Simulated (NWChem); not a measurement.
# CH$_{2}$ClF; SMILES ClCF

```xyz
5

F      0.3892     1.5058     0.0000
C     -0.5715     0.5650     0.0000
Cl     0.1312    -1.0629     0.0000
H     -1.1851     0.6598     0.9078
H     -1.1851     0.6598    -0.9078
```
Atoms are numbered in this order, from 1.

Computed with NWChem. Geometry optimised at PBE0/def2-SVP; all other runs use it. 

| quantity | level | value |
|---|---|---|
| −ε(HOMO) (eV) | PBE/def2-SVP | 6.99 |
| isotropic polarisability (bohr³), static | B3LYP/def2-SVPD | 30.4 |
| vertical, lowest state with f > 0.02, singlet (eV) | B3LYP/def2-SVPD, TDA | 8.68 |
| solvation free energy (kcal/mol) in water | PBE0/def2-SVP, SMD | -1.1 |
| dipole (D) | PBE0/def2-SVP | 1.81 |
| highest harmonic frequency (cm⁻¹) | PBE0/def2-SVP | 3180 |
